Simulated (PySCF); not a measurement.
**Dipole moment and polarisability of 2,5-dimethylanisole**

Compound: 2,5-dimethylanisole, C9H12O.
Geometry (PBE0-D3(BJ)/def2-SVP, Å), atoms numbered from 1 in this order:
```
atom  x, y, z in Å
C1    -1.9067    1.7808    0.2985
O2    -1.7657    0.4002    0.1330
C3    -0.5236   -0.1238    0.0182
C4     0.6466    0.6361    0.0432
C5     1.9030    0.0262   -0.0800
C6     3.1520    0.8604   -0.0882
C7     1.9577   -1.3592   -0.2227
C8     0.7829   -2.1137   -0.2465
C9    -0.4721   -1.5248   -0.1286
C10   -1.7437   -2.3152   -0.1447
H11   -1.4118    2.1382    1.2192
H12   -2.9831    1.9818    0.3747
H13   -1.4995    2.3432   -0.5607
H14    0.5973    1.7197    0.1608
H15    3.0548    1.7420    0.5627
H16    4.0240    0.2818    0.2490
H17    3.3754    1.2282   -1.1039
H18    2.9257   -1.8581   -0.3143
H19    0.8423   -3.2003   -0.3562
H20   -1.5402   -3.3884   -0.2619
H21   -2.3155   -2.1671    0.7851
H22   -2.4028   -1.9923   -0.9662
```

Level: CAM-B3LYP/def2-SVPD (PySCF), static field, nuclei fixed, core orbitals frozen in the response. The polarisability tensor in these axes (au):

```
x   138.27   2.59  -3.45
y     2.59 125.35   4.99
z    -3.45   4.99  73.40
```

What are the eigenvalues, a third of the trace, and Δα (Δα² = ½Σ(αi − αj)² over the three pairs)?

Principal values 72.72, 125.44 and 138.86 au; mean 112.34 au = 16.65 Å³ = 18.52 × 10⁻⁴⁰ C²·m²/J; Δα = 60.56 au (54 % of the mean).

What is the dipole moment, and where does it point?

(0.02, 1.34, 0.12) D, 1.35 D in size, pointing from the negative to the positive side. Measured along this direction, the outermost atoms are H20 at the negative end and H13 and H11 at the positive end.

What molar refraction does this α imply?

Lorentz–Lorenz: R = (4π/3)N_A α = 2.5225 cm³/(mol·Å³) × 16.65 Å³ = 42.0 cm³/mol, in the limit of long wavelengths.

Orientational against electronic polarisability at 250 K (dilute gas, rigid molecules)?

In Gaussian units μ²/3kT = 17.58 Å³ against 16.65 Å³, a ratio of 1.06; the Debye molar polarisation (4π/3)N_A(α + μ²/3kT) is 86.3 cm³/mol, leaving out the vibrational part.

What depolarisation ratio follows for Rayleigh scattering of linearly polarised light, taking the static tensor?

ρ = 3Δα²/(45ᾱ² + 4Δα²) = 11003.1/(567917 + 14670.8) = 0.0189.

Isolated species at its PBE0-D3(BJ)/def2-SVP geometry (one conformer only).
